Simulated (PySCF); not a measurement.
Electron correlation in P⁻ (phosphorus, charge -1)

[Ne] 3s2 3p4, high-spin 3P determinant. Calculation: PySCF 2.14, in dyall-av2z; no relativity, point nucleus. Frozen: [Ne]; 6 electrons correlated; the 16 highest virtual orbitals of each spin left out.

```tsv
level	correlation energy (mhartree)
CCSD	-111.74
(T)	-3.57
CCSD(T)	-115.31
CCSDT	-116.16
```

Diagnostics: T1 = 0.015, D1 = 0.0309, largest double amplitude 0.061.

Question: Is a single reference adequate?

Answer: Yes: T1 lies below 0.03 and no double amplitude reaches 0.07.
